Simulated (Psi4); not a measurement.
cyclobutane (C4H8), singlet, at a GFN2-xTB geometry; M06-2X/pcseg-1 run with Psi4.

Psi4 was given this input:
```
memory 2 GB

molecule {
0 1
  C    -0.00613316    1.08295583    0.05853653
  C     0.00685792   -1.08220991    0.07093756
  C    -1.08294605   -0.00683358   -0.05863980
  C     1.08222129    0.00608767   -0.07083428
  H    -0.01505399    1.84231484   -0.72076860
  H    -0.00362364    1.57729882    1.02791527
  H     0.00710304   -1.85049784   -0.69961794
  H     0.01523239   -1.56535126    1.04591487
  H    -1.84243222   -0.00692746    0.72059245
  H    -1.57713057   -0.01535111   -1.02806518
  H     1.85038317    0.01511046    0.69979409
  H     1.56552182    0.00340356   -1.04576496
}

set basis pcseg-1

energy('m06-2x')
print_variables()
```

What the program printed (banner, timings and long lists left out):

```
   => Loading Basis Set <=

    Name: PCSEG-1
    Role: ORBITAL
    Keyword: BASIS

         ---------------------------------------------------------
                                   SCF
               by Justin Turney, Rob Parrish, Andy Simmonett
                          and Daniel G. A. Smith
                              RKS Reference
         ---------------------------------------------------------

  ==> Geometry <==

    Molecular point group: c1
    Full point group: C1

    Geometry (in Angstrom), charge = 0, multiplicity = 1:

       Center              X                  Y                   Z               Mass
    ------------   -----------------  -----------------  -----------------  -----------------
         C           -0.006133160000     1.082955827680     0.058536527860    12.000000000000
         C            0.006857920000    -1.082209912320     0.070937557860    12.000000000000
         C           -1.082946050000    -0.006833582320    -0.058639802140    12.000000000000
         C            1.082221290000     0.006087667680    -0.070834282140    12.000000000000
         H           -0.015053990000     1.842314837680    -0.720768602140     1.007825032230
         H           -0.003623640000     1.577298817680     1.027915267860     1.007825032230
         H            0.007103040000    -1.850497842320    -0.699617942140     1.007825032230
         H            0.015232390000    -1.565351262320     1.045914867860     1.007825032230
         H           -1.842432220000    -0.006927462320     0.720592447860     1.007825032230
         H           -1.577130570000    -0.015351112320    -1.028065182140     1.007825032230
         H            1.850383170000     0.015110457680     0.699794087860     1.007825032230
         H            1.565521820000     0.003403557680    -1.045764962140     1.007825032230

  Running in c1 symmetry.

  Rotational constants: A =      0.36215  B =      0.36215  C =      0.21083 [cm^-1]
  Rotational constants: A =  10857.09870  B =  10857.09864  C =   6320.56227 [MHz]
  Nuclear repulsion =  127.617879450218581

  Charge       = 0
  Multiplicity = 1
  Electrons    = 32
  Nalpha       = 16
  Nbeta        = 16

  ==> Algorithm <==

  SCF Algorithm Type is DF.
  DIIS enabled.
  MOM disabled.
  Fractional occupation disabled.
  Guess Type is SAD.
  Energy threshold   = 1.00e-06
  Density threshold  = 1.00e-06
  Integral threshold = 1.00e-12

  ==> Primary Basis <==

  Basis Set: PCSEG-1
    Blend: PCSEG-1
    Number of shells: 48
    Number of basis functions: 96
    Number of Cartesian functions: 100
    Spherical Harmonics?: true
    Max angular momentum: 2

  ==> DFT Potential <==

   => LibXC <=

    Version 7.1.2
    S. Lehtola, C. Steigemann, M. J. T. Oliveira, and M. A. L. Marques,  SoftwareX 7, 1–5 (2018) (10.1016/j.softx.2017.11.002)

   => Composite Functional: M06-2X <=

    Hybrid M06-2X Meta-GGA XC Functional  (10.1007/s00214-007-0310-x)
    Y. Zhao and D. G. Truhlar,  Theor. Chem. Acc., 120, 215, 2008

    Deriv               =              1
    GGA                 =           TRUE
    Meta                =           TRUE

    Exchange Hybrid     =           TRUE
    MP2 Hybrid          =          FALSE

   => Exchange Functionals <=

    1.0000   XC_HYB_MGGA_X_M06_2X

   => Exact (HF) Exchange <=

    0.5400               HF

   => Correlation Functionals <=

    1.0000   XC_MGGA_C_M06_2X

   => LibXC Density Thresholds  <==

    XC_MGGA_C_M06_2X:  1.00E-12
    XC_HYB_MGGA_X_M06_2X:  1.00E-15

   => Molecular Quadrature <=

    Radial Scheme          =       TREUTLER
    Pruning Scheme         =           NONE
    Nuclear Scheme         =       TREUTLER

    Blocking Scheme        =         OCTREE
    BS radius alpha        =              1
    Pruning alpha          =              1
    Radial Points          =             75
    Spherical Points       =            302
    Total Points           =         255463
    Total Blocks           =           1942
[...]
    Weights Tolerance      =       1.00E-15

   => Loading Basis Set <=

    Name: (PCSEG-1 AUX)
    Role: JKFIT
    Keyword: DF_BASIS_SCF

  ==> Integral Setup <==

  SCF_SUBTYPE=INCORE selected. In-core MEM_DF algorithm will be used.
  Using in-core AOs.

  ==> MemDFJK: Density-Fitted J/K Matrices <==

    J tasked:                   Yes
    K tasked:                   Yes
    wK tasked:                   No
    Algorithm:                 Core
    Schwarz Cutoff:           1E-12
    Mask sparsity (%):       0.0434
    Fitting Condition:        1E-10

   => Auxiliary Basis Set <=

  Basis Set: (PCSEG-1 AUX)
    Blend: DEF2-UNIVERSAL-JKFIT
    Number of shells: 148
    Number of basis functions: 444
    Number of Cartesian functions: 516
    Spherical Harmonics?: true
    Max angular momentum: 4

  Minimum eigenvalue in the overlap matrix is 1.9407779050E-03.
  Reciprocal condition number of the overlap matrix is 2.8178889202E-04.
    Using symmetric orthogonalization.

  ==> Pre-Iterations <==

  SCF Guess: Superposition of Atomic Densities via on-the-fly atomic UHF (no occupation information).

   -------------------------
    Irrep   Nso     Nmo
   -------------------------
     A         96      96
   -------------------------
    Total      96      96
   -------------------------

  ==> Iterations <==

                           Total Energy        Delta E     RMS |[F,P]|

   @DF-RKS iter SAD:  -156.90943972001267   -1.56909e+02   0.00000e+00
   @DF-RKS iter   1:  -156.77820253414831    1.31237e-01   7.78891e-03 DIIS/ADIIS
   @DF-RKS iter   2:  -156.77809857030945    1.03964e-04   8.04466e-03 DIIS/ADIIS
   @DF-RKS iter   3:  -157.08765554752702   -3.09557e-01   3.58524e-04 DIIS/ADIIS
   @DF-RKS iter   4:  -157.08819283447320   -5.37287e-04   5.99970e-05 DIIS
   @DF-RKS iter   5:  -157.08821425648941   -2.14220e-05   6.33651e-06 DIIS
   @DF-RKS iter   6:  -157.08821452054701   -2.64058e-07   8.56205e-07 DIIS
  Energy and wave function converged.

  ==> Post-Iterations <==

   Electrons on quadrature grid:
      Ntotal   =   31.9999038807 ; deviation = -9.612e-05

    Orbital Energies [Eh]
    ---------------------

    Doubly Occupied:

[...]
      16A     -0.359349

    Virtual:

[...]
    Final Occupation by Irrep:
              A
    DOCC [    16 ]
    NA   [    16 ]
    NB   [    16 ]

  @DF-RKS Final Energy:  -157.08821452054701

   => Energetics <=

    Nuclear Repulsion Energy =            127.6178794502185809
    One-Electron Energy =                -462.3186659504020781
    Two-Electron Energy =                 189.5180401807815826
    DFT Exchange-Correlation Energy =     -11.9054682011451014
    Empirical Dispersion Energy =           0.0000000000000000
    VV10 Nonlocal Energy =                  0.0000000000000000
    Total Energy =                       -157.0882145205470124

Computation Completed

Properties will be evaluated at   0.000000,   0.000000,   0.000000 [a0]

Properties computed using the SCF density matrix

 Multipole Moments:

 ------------------------------------------------------------------------------------
     Multipole            Electronic (a.u.)      Nuclear  (a.u.)        Total (a.u.)
 ------------------------------------------------------------------------------------

 L = 1.  Multiply by 2.5417464519 to convert [e a0] to [Debye]
 Dipole X            :         -0.0000000            0.0000000           -0.0000000
 Dipole Y            :          0.0000000           -0.0000000            0.0000000
 Dipole Z            :          0.0000000           -0.0000000            0.0000000
 Magnitude           :                                                    0.0000000

 ------------------------------------------------------------------------------------

  Variable Map:
  ----------------------------------------------------------------------------
[...]
  Array Variable Map:
  ----------------------------------------------------------------------------
[...]
[...]
```
